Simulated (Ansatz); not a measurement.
Ansatz (an electronic-structure program) input file for BrH₂NOSW, SMILES [Br][W]([OH])(=[S])=[NH], multiplicity 1, PBE-D3(BJ)/def2-SVP. 

Ansatz 0.2 input:
```yaml
crystal:
  periodic: [false, false, false]
  atoms:
    - {symbol: W, position_ang: [0.05105327, -0.43864899, 0.09425043]}
    - {symbol: N, position_ang: [-0.36636773, -1.51002021, -1.22070065]}
    - {symbol: H, position_ang: [-0.14772803, -2.10757338, -2.01667584]}
    - {symbol: S, position_ang: [2.18868112, -0.32970934, 0.23997041]}
    - {symbol: Br, position_ang: [-0.84817667, 1.76070261, -0.44306314]}
    - {symbol: O, position_ang: [-0.64719260, -1.15933814, 1.68951864]}
    - {symbol: H, position_ang: [-1.22081320, -1.93679715, 1.73858271]}
basis:
  gaussian:
    orbitals: def2-SVP
hamiltonian:
  xc: pbe
  dispersion: d3bj
relax: {f_tol: 0.002, max_steps: 200}
```

Log of the run:

```
WARN ansatz: RAYON_NUM_THREADS=1 ignored (pool sized by the plan → 1); use --threads N
Functional definition: PBE
integrals: 0.07 GiB planned
1288 factors; their error is unknown
mean field: 0.37 GiB planned
mean field evaluation 1: about -86233.8698 eV, gradient 9.0e1 eV
mean field evaluation 2: about -86021.3113 eV, gradient 2.8e2 eV
mean field evaluation 4: about -86245.1117 eV, gradient 4.4e1 eV
mean field evaluation 8: about -86249.7809 eV, gradient 3.7e0 eV
mean field evaluation 16: about -86249.7067 eV, gradient 3.5e-3 eV
mean field -86249.70668775 eV, -3169.6182586240 hartree, gradient 1.2e-5 eV, S^2 0.000000; 0 other end points of the search recorded, 0 dependent functions left out
the calculation of the forces begins
reference -86249.70675000 eV, -3169.6182609113 hartree; 41, 41 occupied and 79, 79 virtual orbitals, 1288 factors
relax step   1: F+E_penalty+E_count = -86249.93598940 eV  Δ(F+E_penalty+E_count) = +0.000e0 eV  max|allowed force component| = 3.120e-1 eV/Å  Δτ_max = 0.0000 Å  (33 SCF iters, accepted)
these checks for a lower state are left out or cut short: starts, cluster_reference, orbital_swaps, neighbouring_geometries, increment
integrals: 0.07 GiB planned
1288 factors; their error is unknown
mean field: 0.37 GiB planned
mean field -86249.71494500 eV, -3169.6185620720 hartree, gradient 2.1e-5 eV, S^2 0.000000; 0 other end points of the search recorded, 0 dependent functions left out
the calculation of the forces begins
reference -86249.71500726 eV, -3169.6185643602 hartree; 41, 41 occupied and 79, 79 virtual orbitals, 1288 factors
relax step   2: F+E_penalty+E_count = -86249.94280907 eV  Δ(F+E_penalty+E_count) = -6.820e-3 eV  max|allowed force component| = 1.997e-1 eV/Å  Δτ_max = 0.0279 Å  (34 SCF iters, accepted)
these checks for a lower state are left out or cut short: starts, cluster_reference, orbital_swaps, neighbouring_geometries, increment
integrals: 0.07 GiB planned
1288 factors; their error is unknown
mean field: 0.37 GiB planned
mean field evaluation 32: about -86249.8203 eV, gradient 2.0e-2 eV
mean field -86249.71619501 eV, -3169.6186080091 hartree, gradient 1.6e-5 eV, S^2 0.000000; 0 other end points of the search recorded, 0 dependent functions left out
the calculation of the forces begins
reference -86249.71625727 eV, -3169.6186102971 hartree; 41, 41 occupied and 79, 79 virtual orbitals, 1288 factors
relax step   3: F+E_penalty+E_count = -86249.94446099 eV  Δ(F+E_penalty+E_count) = -1.652e-3 eV  max|allowed force component| = 4.207e-2 eV/Å  Δτ_max = 0.0118 Å  (35 SCF iters, accepted)
these checks for a lower state are left out or cut short: starts, cluster_reference, orbital_swaps, neighbouring_geometries, increment
integrals: 0.07 GiB planned
1288 factors; their error is unknown
mean field: 0.37 GiB planned
mean field -86249.71627328 eV, -3169.6186108854 hartree, gradient 1.8e-5 eV, S^2 0.000000; 0 other end points of the search recorded, 0 dependent functions left out
the calculation of the forces begins
reference -86249.71633554 eV, -3169.6186131735 hartree; 41, 41 occupied and 79, 79 virtual orbitals, 1288 factors
relax step   4: F+E_penalty+E_count = -86249.94464217 eV  Δ(F+E_penalty+E_count) = -1.812e-4 eV  max|allowed force component| = 3.505e-2 eV/Å  Δτ_max = 0.0039 Å  (34 SCF iters, accepted)
these checks for a lower state are left out or cut short: starts, cluster_reference, orbital_swaps, neighbouring_geometries, increment
integrals: 0.07 GiB planned
1288 factors; their error is unknown
mean field: 0.37 GiB planned
mean field -86249.71634432 eV, -3169.6186134962 hartree, gradient 1.4e-5 eV, S^2 0.000000; 0 other end points of the search recorded, 0 dependent functions left out
the calculation of the forces begins
reference -86249.71640659 eV, -3169.6186157846 hartree; 41, 41 occupied and 79, 79 virtual orbitals, 1288 factors
relax step   5: F+E_penalty+E_count = -86249.94473458 eV  Δ(F+E_penalty+E_count) = -9.241e-5 eV  max|allowed force component| = 2.316e-2 eV/Å  Δτ_max = 0.0023 Å  (35 SCF iters, accepted)
these checks for a lower state are left out or cut short: starts, cluster_reference, orbital_swaps, neighbouring_geometries, increment
integrals: 0.07 GiB planned
1288 factors; their error is unknown
mean field: 0.37 GiB planned
mean field -86249.71644591 eV, -3169.6186172297 hartree, gradient 1.6e-5 eV, S^2 0.000000; 0 other end points of the search recorded, 0 dependent functions left out
the calculation of the forces begins
reference -86249.71650820 eV, -3169.6186195188 hartree; 41, 41 occupied and 79, 79 virtual orbitals, 1288 factors
relax step   6: F+E_penalty+E_count = -86249.94487531 eV  Δ(F+E_penalty+E_count) = -1.407e-4 eV  max|allowed force component| = 1.468e-2 eV/Å  Δτ_max = 0.0087 Å  (35 SCF iters, accepted)
these checks for a lower state are left out or cut short: starts, cluster_reference, orbital_swaps, neighbouring_geometries, increment
integrals: 0.07 GiB planned
1288 factors; their error is unknown
mean field: 0.37 GiB planned
mean field evaluation 64: about -86249.7165 eV, gradient 1.8e-5 eV
mean field -86249.71646277 eV, -3169.6186178491 hartree, gradient 1.8e-5 eV, S^2 0.000000; 0 other end points of the search recorded, 0 dependent functions left out
the calculation of the forces begins
reference -86249.71652505 eV, -3169.6186201381 hartree; 41, 41 occupied and 79, 79 virtual orbitals, 1288 factors
relax step   7: F+E_penalty+E_count = -86249.94489141 eV  Δ(F+E_penalty+E_count) = -1.611e-5 eV  max|allowed force component| = 1.059e-2 eV/Å  Δτ_max = 0.0057 Å  (34 SCF iters, accepted)
these checks for a lower state are left out or cut short: starts, cluster_reference, orbital_swaps, neighbouring_geometries, increment
integrals: 0.07 GiB planned
1288 factors; their error is unknown
mean field: 0.37 GiB planned
mean field -86249.71643557 eV, -3169.6186168495 hartree, gradient 1.4e-5 eV, S^2 0.000000; 0 other end points of the search recorded, 0 dependent functions left out
the calculation of the forces begins
reference -86249.71649786 eV, -3169.6186191388 hartree; 41, 41 occupied and 79, 79 virtual orbitals, 1288 factors
relax step   8: F+E_penalty+E_count = -86249.94490675 eV  Δ(F+E_penalty+E_count) = -1.534e-5 eV  max|allowed force component| = 1.420e-2 eV/Å  Δτ_max = 0.0034 Å  (34 SCF iters, accepted)
these checks for a lower state are left out or cut short: starts, cluster_reference, orbital_swaps, neighbouring_geometries, increment
integrals: 0.07 GiB planned
1288 factors; their error is unknown
mean field: 0.37 GiB planned
mean field -86249.71645666 eV, -3169.6186176246 hartree, gradient 1.4e-5 eV, S^2 0.000000; 0 other end points of the search recorded, 0 dependent functions left out
the calculation of the forces begins
reference -86249.71651895 eV, -3169.6186199139 hartree; 41, 41 occupied and 79, 79 virtual orbitals, 1288 factors
relax step   9: F+E_penalty+E_count = -86249.94491366 eV  Δ(F+E_penalty+E_count) = -6.911e-6 eV  max|allowed force component| = 2.561e-3 eV/Å  Δτ_max = 0.0006 Å  (35 SCF iters, accepted)
these checks for a lower state are left out or cut short: starts, cluster_reference, orbital_swaps, neighbouring_geometries, increment
integrals: 0.07 GiB planned
1288 factors; their error is unknown
mean field: 0.37 GiB planned
mean field -86249.71645031 eV, -3169.6186173914 hartree, gradient 6.3e-5 eV, S^2 0.000000; 0 other end points of the search recorded, 0 dependent functions left out
the calculation of the forces begins
reference -86249.71651261 eV, -3169.6186196807 hartree; 41, 41 occupied and 79, 79 virtual orbitals, 1288 factors
relax step  10: F+E_penalty+E_count = -86249.94491384 eV  Δ(F+E_penalty+E_count) = -1.731e-7 eV  max|allowed force component| = 1.024e-3 eV/Å  Δτ_max = 0.0006 Å  (21 SCF iters, accepted)
integrals: 0.07 GiB planned
1288 factors; their error is unknown
mean field: 0.37 GiB planned
mean field evaluation 96: about -86249.8212 eV, gradient 2.0e-1 eV
mean field -86249.71645031 eV, -3169.6186173914 hartree, gradient 6.3e-5 eV, S^2 0.000000; 1 other end points of the search recorded, 0 dependent functions left out
the calculation of the forces begins
reference -86249.71651261 eV, -3169.6186196807 hartree; 41, 41 occupied and 79, 79 virtual orbitals, 1288 factors
Total energy: -86249.94497613 eV, -3169.6270155604 hartree
Atom 0 at     0.046673    -0.437123     0.099488 Å, force     0.000437     0.001024    -0.000807 eV/Å
Atom 1 at    -0.373725    -1.513528    -1.222296 Å, force    -0.000565    -0.000925     0.000893 eV/Å
Atom 2 at    -0.144175    -2.111157    -2.023637 Å, force     0.000387    -0.000031    -0.000389 eV/Å
Atom 3 at     2.193687    -0.323089     0.237683 Å, force    -0.000184    -0.000179     0.000188 eV/Å
Atom 4 at    -0.843362     1.771594    -0.451746 Å, force    -0.000033     0.000229     0.000481 eV/Å
Atom 5 at    -0.642078    -1.164083     1.710195 Å, force     0.000128     0.000124    -0.000500 eV/Å
Atom 6 at    -1.227563    -1.943999     1.732195 Å, force    -0.000170    -0.000243     0.000135 eV/Å
Dipole moment:    -0.429543    -0.533950    -0.082456 e Å
```

Self-consistency was reached.
